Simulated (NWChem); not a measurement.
System: vinylidene fluoride (C2H2F2); SMILES C=C(F)F

Computed with NWChem. Pople sets run with spherical d functions. Coordinates come from a B3LYP/6-31G* (spherical d) optimisation. Isotropic polarisability at PBE0/6-31+G*. A Cauchy series cut after its second term is a line in ω².

```
row      ω² (10⁻³ Ha²)  α (bohr³)
-------  -------------  ---------
static            0.00      25.32
1065 nm           1.83      25.54
589 nm            5.98   withheld
400 nm           12.97      27.06
```

Task: Fit a straight line of the last column on the one before it, predict the withheld value, and compare with the run.

Result: 
1. Means of the 3 shown rows: x = 4.933, y = 25.973. Slope Σ(x − x̄)(y − ȳ)/Σ(x − x̄)² = 13.30/98.56 = 0.1350; intercept 25.307.
2. The shown rows scatter about the line by 0.011 (root mean square); the largest residual is -0.01, at 1065 nm.
3. At x = 5.98 (589 nm; inside the shown range) the line gives 26.11.
4. The run gives 26.07, -0.04 from the line. The intercept estimates α(0), and the slope, 135 bohr³/Ha², the next Cauchy moment.
